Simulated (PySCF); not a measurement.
PySCF job for NaF, SMILES [Na][F], PBE/pcJ-2. Coordinates come from a B3LYP-D3(BJ)/def2-TZVPD optimisation.

```python
import numpy as np
from pyscf import gto, scf, dft
from pyscf.prop.ssc import rks as ssc

mol = gto.M(
    atom='''
    Na    0.00000000    0.00000000   -0.87101917
    F     0.00000000    0.00000000    1.06457898
    ''',
    basis='pcJ-2',
    charge=0,
    spin=0,
    max_memory=1600,
    verbose=3,
)
mf = dft.RKS(mol, xc='pbe')
mf.grids.level = 3
mf.conv_tol = 1e-10
mf.max_cycle = 100
mf.kernel()
j = ssc.SSC(mf)
j.with_fcsd = True
j.max_cycle_cphf = 80
j.conv_tol = 1e-7
e11 = j.kernel()
```

Program output:

```
converged SCF energy = -261.973347649574
Reduced spin-spin coupling constant K (Hz)
               #0        #1
        0 Na   0.00000
        1 F    8.73811   0.00000
Spin-spin coupling constant J (Hz)
               #0        #1
        0 Na   0.00000
        1 F   67.91929   0.00000
```

Self-consistency was reached.
